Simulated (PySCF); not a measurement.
**How far are cheaper levels from CCSD(T)/CBS for CuH?**

PySCF; the state is a singlet (closed shell). The composite is CCSD(T) extrapolated to the basis-set limit from two correlation-consistent sets, with core-valence (CV) and scalar-relativistic (SR) terms as its label shows; it has no spin–orbit coupling and nothing beyond (T). Here it is CCSD(T)/CBS(TQ)+CV. It gives Re = 1.453 Å, ωe = 1950 cm⁻¹ and De = 2.82 eV to Cu (3d10 4s1) + H.

```json
{"level": "RHF-CCSD", "basis": "def2-TZVPP", "relativity": "no relativity", "Re (Å)": "1.480", "ωe (cm⁻¹)": "1830", "De (eV)": "2.60"}
{"level": "RHF-CCSD(T)", "basis": "def2-TZVPP", "relativity": "no relativity", "Re (Å)": "1.467", "ωe (cm⁻¹)": "1870", "De (eV)": "2.69"}
{"level": "RHF-CCSD(T)", "basis": "def2-TZVPPD", "relativity": "no relativity", "Re (Å)": "1.471", "ωe (cm⁻¹)": "1876", "De (eV)": "2.72"}
{"level": "LDA", "basis": "def2-TZVPPD", "relativity": "no relativity", "Re (Å)": "1.452", "ωe (cm⁻¹)": "1983", "De (eV)": "3.28"}
{"level": "PBE", "basis": "def2-TZVPPD", "relativity": "no relativity", "Re (Å)": "1.472", "ωe (cm⁻¹)": "1917", "De (eV)": "2.80"}
{"level": "r²SCAN", "basis": "def2-TZVPP", "relativity": "no relativity", "Re (Å)": "1.457", "ωe (cm⁻¹)": "1968", "De (eV)": "2.81"}
{"level": "r²SCAN", "basis": "def2-TZVPPD", "relativity": "no relativity", "Re (Å)": "1.459", "ωe (cm⁻¹)": "1974", "De (eV)": "2.82"}
{"level": "PBE0", "basis": "def2-TZVPP", "relativity": "no relativity", "Re (Å)": "1.481", "ωe (cm⁻¹)": "1874", "De (eV)": "2.57"}
{"level": "PBE0", "basis": "def2-TZVPPD", "relativity": "no relativity", "Re (Å)": "1.482", "ωe (cm⁻¹)": "1882", "De (eV)": "2.58"}
{"level": "B97-3", "basis": "def2-TZVPPD", "relativity": "no relativity", "Re (Å)": "1.497", "ωe (cm⁻¹)": "1826", "De (eV)": "2.62"}
```

Task: Give the difference of each row from the composite.

Result: 

| level | basis | ΔRe (pm) | Δωe (%) | ΔDe (eV) |
| --- | --- | --- | --- | --- |
| RHF-CCSD | def2-TZVPP | +2.7 | -6.2 | -0.22 |
| RHF-CCSD(T) | def2-TZVPP | +1.4 | -4.1 | -0.13 |
| RHF-CCSD(T) | def2-TZVPPD | +1.8 | -3.8 | -0.10 |
| LDA | def2-TZVPPD | -0.1 | +1.7 | +0.46 |
| PBE | def2-TZVPPD | +1.9 | -1.7 | -0.02 |
| r²SCAN | def2-TZVPP | +0.4 | +0.9 | -0.01 |
| r²SCAN | def2-TZVPPD | +0.6 | +1.2 | +0.00 |
| PBE0 | def2-TZVPP | +2.8 | -3.9 | -0.25 |
| PBE0 | def2-TZVPPD | +2.9 | -3.5 | -0.24 |
| B97-3 | def2-TZVPPD | +4.4 | -6.4 | -0.20 |

Task: Which rows come closest in De?

Result: r²SCAN in def2-TZVPP (-0.01 eV); r²SCAN in def2-TZVPPD (+0.00 eV), counted from the composite.

Correlated steps freeze the inner cores (4 to 5 orbitals); shallow outer-core shells are correlated. Where the molecule has an RHF reference, its open-shell atoms are computed with UHF. The CCSD T1 diagnostic is raised in CuH, a sign that a single reference may not be enough there.
